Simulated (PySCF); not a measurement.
Molecule: methyl propyl sulfone, C₄H₁₀O₂S.

Cartesian coordinates in Å; atom numbers follow the order of the lines, from 1:
```xyz
17

C    -2.2686    0.4265    0.1297
C    -1.4113   -0.6606   -0.5062
C    -0.0101   -0.1603   -0.8065
S     0.9180   -0.0096    0.7582
C     2.6396    0.2099    0.2093
O     0.8265   -1.2565    1.4664
O     0.5246    1.1838    1.4568
H    -3.2370    0.0255    0.4170
H    -1.7765    0.8210    1.0138
H    -2.4285    1.2449   -0.5698
H    -1.8809   -1.0150   -1.4281
H    -1.3212   -1.5073    0.1775
H     0.5515   -0.8700   -1.4076
H    -0.0115    0.8217   -1.2703
H     2.6815    1.0831   -0.4281
H     2.9493   -0.6843   -0.3146
H     3.2475    0.3592    1.0926
```

Frames of a GFN2-xTB Langevin trajectory at 200 K; GIAO PBE0/pcSseg-1 shieldings in PySCF 2.14.0 with density-fitted response routines, gas phase, non-relativistic; equivalent atoms averaged within each frame.

δ = σ(ref) − σ, references computed at the same level: TMS for 13C (186.93 ppm), 1H (31.72 ppm); CS2 for 33S (503.73 ppm); H2O for 17O (336.08 ppm). The references are static minima.

How do the shifts (ppm) fluctuate along the trajectory?

Answers


```
         time (fs)    C3    C5    C2    C1   S4  O6/O7  H15/H16/H17  H13/H14  H11/H12  H8/H9/H10
optimised geometry  62.1  48.7  18.1  15.7  299  213.8         2.59     2.53     2.09       1.37
               250  62.2  59.0  19.0  17.8  309  228.4         3.01     2.75     2.33       1.51
               425  67.4  48.8  19.2  15.1  288  219.9         2.80     2.64     1.98       1.30
               625  76.5  55.8  20.6  23.5  294  232.8         2.74     3.09     2.10       2.12
               800  67.2  57.8  14.6  12.9  326  233.7         3.08     2.19     1.70       0.99
              1000  64.1  51.2  22.9  19.9  306  221.1         2.56     2.24     2.73       1.73
    mean of frames  67.5  54.5  19.3  17.8  305  227.2         2.84     2.58     2.17       1.53
standard deviation   5.5   4.4   3.0   4.1   15    6.4         0.21     0.37     0.39       0.42
```

5 frames give an uncertainty of the mean of about the standard deviation over 2.2 at best, since frames this close in time may not be independent; classical motion lacks zero-point vibration, and the reference would need the same averaging.
